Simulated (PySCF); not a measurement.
Members of one family of related compounds. Computed with TDDFT PBE0/def2-SVPD, vertical, gas phase, core orbitals frozen in the response (PySCF). Geometries: PBE0-D3(BJ)/def2-SVP; one conformer of each isolated species. Triplets are in the Tamm–Dancoff approximation. Atoms past krypton carry core potentials; spin–orbit coupling is left out.

Question: Rank by computed lowest triplet energy, highest first.
A. `CN(C)[Si](C)(C)N(C)C` (Si(NMe2)2Me2)
B. `C=CC[Si](C)(C)CC=C` (Si(eta1-allyl)2Me2)
C. `C[Si](C)(I)I` (SiI2Me2)
D. `C[Si](C)([GeH3])[GeH3]` (Si(GeH3)2Me2)
E. `CO[Si](C)(C)OC` (Si(OMe)2Me2)

Answer: E (6.90 eV), D (5.60 eV), A (5.31 eV), C (4.63 eV), B (4.14 eV).

| SMILES | T1 (eV) | HOMO (eV) | first f ≥ 0.01 (nm) | gap (eV) | f (S1) | S1 mainly |
| --- | --- | --- | --- | --- | --- | --- |
| CO[Si](C)(C)OC | 6.90 | -7.69 | 176 | 8.13 | 0.010 | H→L (96%) |
| C[Si](C)([GeH3])[GeH3] | 5.60 | -7.42 | 192 | 7.41 | 0.122 | H→L (71%) |
| CN(C)[Si](C)(C)N(C)C | 5.31 | -5.93 | 199 | 6.41 | 0.005 | H→L (95%) |
| C[Si](C)(I)I | 4.63 | -7.37 | 240 | 6.31 | 0.060 | H→L (96%) |
| C=CC[Si](C)(C)CC=C | 4.14 | -6.73 | 202 | 6.88 | 0.178 | H→L (93%) |

H and L stand for HOMO and LUMO.

Without π bonds the low states are Rydberg-like; a valence basis with one diffuse set may place them up to an eV too high.
